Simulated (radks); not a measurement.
Valence configurations of Cu2+ (all share [Ar]). All-electron calculation, scalar-relativistic Kohn-Sham, PBE, spin-unpolarised, spherical densities, finite nucleus; Fermi nuclear charge, rms radius 3.8823 fm. Program: a radial shooting solver on a logarithmic mesh with Libxc functionals. Order these by energy: 3d8 4p1; 3d8 4s1; 3d8.5 4s0.5; 3d9; 3d7 4s1 4p1; 3d7.5 4s1 4p0.5; 3d8 4s0.5 4p0.5; 3d8.5 4p0.5; 3d7 4p2; 3d7 4s2.

Answer. From the lowest, in eV above it: 3d9 0.000; 3d8.5 4s0.5 4.172; 3d8.5 4p0.5 7.799; 3d8 4s1 9.487; 3d8 4s0.5 4p0.5 13.263; 3d8 4p1 17.068; 3d7.5 4s1 4p0.5 19.976; 3d7 4s2 23.955; 3d7 4s1 4p1 32.142; 3d7 4p2 40.432. NIST lists [Ar] 3d9 as the ground configuration; this level of theory agrees among the configurations tried. The energies are those of spherical spin-averaged densities, not of single terms.
